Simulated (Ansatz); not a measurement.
Input (X2C-CCSDT(Q)/cc-pwCVTZ-DK; Ansatz, an electronic-structure program): The .json basis holds the Basis Set Exchange's core-valence set for the 3d metal and cc-pVXZ-DK of the same size for its partners.

Ansatz 0.2 input:
```yaml
crystal:
  periodic: [false, false, false]
  atoms:
    - {symbol: Mn, position_ang: [0.00000000, 0.00000000, 0.00000000]}
basis:
  gaussian:
    orbitals: cc-pwCVTZ-DK.json
total_charge: 1
magnetization: {spin_polarized: true, initial_magnetization: 4}
correlation: {method: ccsdt_q, frozen_orbitals: {Mn: 5}}
scf: {lower_state_search: full}
```

Output:

```
mean field evaluation 224: about -31484.5841 eV, gradient 1.9e-1 eV
mean field evaluation 256: about -31484.7893 eV, gradient 4.0e-2 eV
mean field evaluation 288: about -31484.5814 eV, gradient 1.4e-4 eV
mean field evaluation 320: about -31484.5817 eV, gradient 4.8e-3 eV
mean field evaluation 352: about -31484.4009 eV, gradient 3.2e0 eV
mean field evaluation 384: about -31484.7884 eV, gradient 2.0e-3 eV
mean field evaluation 416: about -31484.7869 eV, gradient 5.4e-1 eV
mean field evaluation 448: about -31482.9553 eV, gradient 1.8e-1 eV
mean field evaluation 480: about -31482.7750 eV, gradient 4.3e-1 eV
mean field evaluation 512: about -31484.7886 eV, gradient 2.8e-3 eV
mean field evaluation 544: about -31483.5542 eV, gradient 1.7e0 eV
mean field evaluation 576: about -31484.5814 eV, gradient 2.1e-3 eV
mean field evaluation 608: about -31486.9702 eV, gradient 3.7e-1 eV
mean field evaluation 640: about -31484.7884 eV, gradient 2.8e-3 eV
mean field evaluation 672: about -31484.7730 eV, gradient 3.3e0 eV
mean field evaluation 704: about -31484.7734 eV, gradient 3.3e0 eV
mean field evaluation 736: about -31483.6275 eV, gradient 7.1e-2 eV
mean field evaluation 768: about -31483.5771 eV, gradient 4.7e-1 eV
mean field evaluation 800: about -31483.6285 eV, gradient 1.2e-2 eV
mean field evaluation 832: about -31483.3468 eV, gradient 2.1e0 eV
mean field evaluation 864: about -31481.0569 eV, gradient 1.1e-1 eV
mean field evaluation 896: about -31481.0550 eV, gradient 9.9e-2 eV
mean field evaluation 928: about -31482.9480 eV, gradient 2.0e0 eV
mean field evaluation 960: about -31482.9593 eV, gradient 4.5e-1 eV
mean field evaluation 992: about -31484.7421 eV, gradient 3.1e0 eV
mean field evaluation 1024: about -31483.6281 eV, gradient 1.9e-1 eV
mean field evaluation 1056: about -31482.6926 eV, gradient 2.6e0 eV
mean field evaluation 1088: about -31475.1494 eV, gradient 4.1e1 eV
mean field evaluation 1120: about -31483.6285 eV, gradient 3.3e-3 eV
mean field evaluation 1152: about -31484.5797 eV, gradient 2.9e-1 eV
mean field evaluation 1184: about -31484.5814 eV, gradient 3.6e-3 eV
mean field -31486.97120793 eV, -1157.1248492558 hartree, gradient 3.4e-6 eV, S^2 7.000896; 12 other end points of the search recorded, 0 dependent functions left out
determinant -31486.97120793 eV, -1157.1248492558 hartree, with singles and doubles -31500.65004019 eV, -1157.6275370694 hartree
determinant -31484.78990974 eV, -1157.0446880258 hartree, with singles and doubles -31499.23333751 eV, -1157.5754742061 hartree
determinant -31484.78838249 eV, -1157.0446319003 hartree, with singles and doubles -31499.22339518 eV, -1157.5751088324 hartree
determinant -31484.78836243 eV, -1157.0446311633 hartree, with singles and doubles -31499.22093909 eV, -1157.5750185727 hartree
determinant -31484.58314219 eV, -1157.0370894587 hartree, with singles and doubles -31499.54701600 eV, -1157.5870016784 hartree
determinant -31484.58136387 eV, -1157.0370241066 hartree, with singles and doubles -31499.54975219 eV, -1157.5871022313 hartree
determinant -31483.62848295 eV, -1157.0020063785 hartree, with singles and doubles -31497.84742772 eV, -1157.5245429609 hartree
5 core orbitals not correlated
reference -31486.97120793 eV, -1157.1248492558 hartree; 9, 5 occupied and 88, 92 virtual orbitals, 954 factors
second order -13.66745183 eV of doubles, -0.00000000 eV of singles
coupled cluster: 5.49 GiB planned
cycle   1  -13.39312851 eV  change    2.7e-1 eV  update   5.9e-2
cycle   2  -13.81673828 eV  change   -4.2e-1 eV  update   2.9e-2
cycle   3  -14.00332661 eV  change   -1.9e-1 eV  update   1.9e-2
cycle   4  -13.96109337 eV  change    4.2e-2 eV  update   1.4e-2
cycle   5  -13.95567628 eV  change    5.4e-3 eV  update   1.4e-2
cycle   6  -13.91535093 eV  change    4.0e-2 eV  update   1.4e-2
cycle   7  -13.77820334 eV  change    1.4e-1 eV  update   1.3e-2
cycle   8  -13.75021774 eV  change    2.8e-2 eV  update   9.7e-3
cycle   9  -13.70205666 eV  change    4.8e-2 eV  update   5.3e-3
cycle  10  -13.69457669 eV  change    7.5e-3 eV  update   3.1e-3
cycle  11  -13.67614844 eV  change    1.8e-2 eV  update   1.8e-3
cycle  12  -13.67528002 eV  change    8.7e-4 eV  update   7.9e-4
cycle  13  -13.67447897 eV  change    8.0e-4 eV  update   4.8e-4
cycle  14  -13.67472644 eV  change   -2.5e-4 eV  update   2.2e-4
cycle  15  -13.67479728 eV  change   -7.1e-5 eV  update   8.4e-5
cycle  16  -13.67468249 eV  change    1.1e-4 eV  update   3.7e-5
cycle  17  -13.67471420 eV  change   -3.2e-5 eV  update   1.6e-5
cycle  18  -13.67467666 eV  change    3.8e-5 eV  update   8.9e-6
cycle  19  -13.67466494 eV  change    1.2e-5 eV  update   4.2e-6
cycle  20  -13.67465063 eV  change    1.4e-5 eV  update   2.8e-6
cycle  21  -13.67463636 eV  change    1.4e-5 eV  update   1.5e-6
cycle  22  -13.67463168 eV  change    4.7e-6 eV  update   5.2e-7
cycle  23  -13.67463102 eV  change    6.6e-7 eV  update   2.2e-7
coupled cluster: 5.49 GiB planned
perturbative correction -0.03839900 eV, -0.0014111371 hartree
Total energy: -31500.68423795 eV, -1157.6287938139 hartree
Relativity: scalar
```

The determinant is spin-contaminated: <S^2> is 7.00, 1.00 over the pure value.

This quintet is an excited state, 0.9 eV above the septet at CCSD(T)/cc-pwCVQZ-DK (Ansatz).
